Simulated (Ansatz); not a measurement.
```yaml
crystal:
  periodic: [false, false, false]
  atoms:
    - {symbol: Si, position_ang: [0.241539, 0.635222, -0.994764]}
    - {symbol: O, position_ang: [-0.157169, -0.729803, -0.795771]}
    - {symbol: Ga, position_ang: [-0.156014, -1.432006, 0.701662]}
    - {symbol: S, position_ang: [-0.716141, -0.174110, 2.476177]}
    - {symbol: H, position_ang: [-0.661820, 0.866876, -2.247555]}
    - {symbol: H, position_ang: [0.204200, 1.912639, -0.414954]}
    - {symbol: H, position_ang: [1.694249, 0.984199, -1.815090]}
    - {symbol: H, position_ang: [-0.067568, -3.034470, 0.577238]}
    - {symbol: H, position_ang: [-0.586584, 0.587442, 1.715034]}
basis:
  gaussian: {orbitals: cc-pVTZ-DK}
total_charge: 1
magnetization: {spin_polarized: true, initial_magnetization: 1}
hamiltonian: {xc: {name: HF}}
correlation: {active_space: {window: {electrons: 40, orbitals: 30}}}
output: {forces: true}
```

```sh
$ ansatz run in.yaml --threads 2 --pin off --events-out ev --progress --plain --max-ram 32768MiB --backend cpu
```

(1) How does Ansatz answer? (Estimate.)

Results:

(1) Ansatz gave: The input was rejected before any iteration.
```
Error: invalid value for `correlation.active_space`: it starts from restricted Hartree–Fock orbitals; set hamiltonian.xc: hf without magnetization.spin_polarized
```
